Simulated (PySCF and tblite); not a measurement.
The numbers below are computed, except where a source is named.
2 diastereomers of C4H4FNO, numbered alike:

| isomer | SMILES | descriptors (one enantiomer) |
| --- | --- | --- |
| A | [N:1]#[C:2][C@@H:3]1[CH2:4][C@H:5]([F:6])[O:7]1 | 3S, 5S |
| B | [N:1]#[C:2][C@H:3]1[CH2:4][C@H:5]([F:6])[O:7]1 | 3R, 5S |

Protocol: conformer search, at most 6 conformers an isomer, GFN2-xTB geometries, energies PBE0/pcSseg-1 (D3(BJ) added where defined), weights at 298.15 K with GFN2-xTB thermal terms. Programs: PySCF with density fitting and tblite.

(1) Rank the isomers by free energy at 298.15 K.

(2) If they could interconvert freely, what would the mixture hold (chiral isomers as racemates)?

Results:

(1) 
| isomer | ΔG (kcal/mol) | ΔE, lowest conformer | conformers | largest weight % | rms dipole (D) |
| --- | --- | --- | --- | --- | --- |
| B | 0.0 | 0.0 | 1 | 100 | 2.96 |
| A | 0.3 | 0.3 | 1 | 100 | 4.88 |

ΔG is for one enantiomer.

(2) B 64 %, A 36 %. A racemate gains RT ln 2.
